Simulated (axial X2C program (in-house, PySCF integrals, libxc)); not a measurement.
**Testing model relations on SrF⁻**

A bond curve at the CCSD(T) level, two-component, was computed with an in-house relativistic program for diatomic molecules (basis Sr dyall-acv3z [14s13p9d6f1g], F dyall-av3z [7s6p3d2f] (cores contracted in-house)) for the state Ω = 0 (closed shell). Its fit gives Re = 2.1836 Å, ωe = 416.4 cm⁻¹, ωexe = 2.31 cm⁻¹ and αe = 1.686e-03 cm⁻¹; the masses are 87.9056 and 18.9984 u. Two-component means X2C with spin–orbit coupling and atomic mean-field Coulomb and Gaunt terms.

Correlated methods: 10 electrons correlated (number of frozen shells: Sr 4 s, 3 p, 1 d; F 1 s), 292 virtual spin orbitals or spinors in MP2, 90 natural virtuals in coupled cluster.

Q: Find the reduced mass, Be and the force constant.

A: From the CCSD(T) values: μ = 15.6221 u. Be = 16.8576/(μ Re²) = 0.2263 cm⁻¹. k = 5.8918×10⁻⁷ μ ωe² = 1.6 mdyn/Å.

Q: Estimate De from a Morse curve and compare with the computed well depth of 3.117 eV to Sr + F-.

A: De(Morse) = ωe²/(4ωexe) = 2.327 eV against 3.117 eV computed, a ratio of 0.75. The extrapolation falls short: long-range attraction (ionic or ion–induced dipole) or a change of character along the curve can cause this.

Q: Where do the fundamental and the first overtone lie?

A: ν(1←0) = ωe − 2ωexe = 411.8 cm⁻¹; ν(2←0) = 2ωe − 6ωexe = 818.9 cm⁻¹.

Q: Estimate the centrifugal constant by the Kratzer relation.

A: D = 4Be³/ωe² = 2.67e-07 cm⁻¹.

Q: Give B0, the J = 1←0 line in GHz and the most populated J at 300 K (kT = 208.5 cm⁻¹).

A: B0 = Be − αe/2 = 0.2255 cm⁻¹; 2B0 = 13.52 GHz; J(max) ≈ √(kT/2B0) − 1/2 = 21.0, so J = 21.

The state is a single determinant with fixed occupations, the lowest that a limited PBE0 search found. De is counted from the lowest determinant-based energies of the atoms at the same level, without counterpoise correction. CCSD and (T) use frozen natural virtuals with an MP2 correction for the truncation; (T) itself is uncorrected, so its De runs slightly low. The outer-core s and p shells of the metal are frozen in the correlated rows, which leaves out core–valence correlation; for alkali and alkaline-earth bonds that tends to lengthen them. With the outer-core shells frozen, correlated bond lengths of heavy atoms tend to come out a few hundredths of an ångström too long.
